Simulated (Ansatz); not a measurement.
P3IrH9Cl⁻, that is IrCl(PH3)3 with one electron more. Total charge -1; doublet. Geometry PBE-D4/def2-SVP, that of the neutral singlet.

```xyz
14

Ir    0.153   -0.409   -0.132
Cl    0.921   -2.568   -0.821
P     1.500    0.386   -1.792
H     1.615    1.791   -2.072
H     1.251   -0.069   -3.126
H     2.896    0.075   -1.728
P    -0.563    1.583    0.512
H    -1.974    1.886    0.547
H    -0.159    2.765   -0.203
H    -0.274    2.088    1.833
P    -1.075   -1.582    1.406
H    -0.352   -2.395    2.337
H    -1.961   -2.585    0.900
H    -1.977   -0.966    2.339
```

In the def2 sets Ir takes a core potential; there is no spin–orbit coupling. At PBE-D4/def2-TZVPD, r2SCAN-D4/def2-TZVPD, PBE0-D4/def2-TZVPD the highest occupied level of the charge -1 doublet lies above zero (up to 2.10 eV). By energy differences it is unbound by 0.28 eV (vertical, against the charge 0 singlet, at r2SCAN-D4/def2-TZVPD) and held by the finite basis.

Question: Estimate the α-spin orbital energies around the gap (eV) in Ansatz with PBE-D4/def2-TZVPD, r2SCAN-D4/def2-TZVPD, PBE0-D4/def2-TZVPD.

Answer: 
```csv
orbital,PBE-D4/def2-TZVPD,r2SCAN-D4/def2-TZVPD,PBE0-D4/def2-TZVPD
HOMO−5,-2.87,-2.96,-3.89
HOMO−4,-1.56,-1.66,-2.60
HOMO−3,-1.52,-1.39,-2.37
HOMO−2,-0.88,-0.83,-1.83
HOMO−1,-0.67,-0.46,-1.38
HOMO,1.96,2.10,1.68
LUMO,2.05,2.52,2.88
LUMO+1,2.16,2.82,2.91
LUMO+2,2.31,2.98,3.01
LUMO+3,2.85,3.48,3.49
LUMO+4,3.03,3.49,3.56
LUMO+5,3.12,3.70,4.11
β HOMO,-0.58,-0.29,-1.23
β LUMO,2.11,2.59,2.96
```
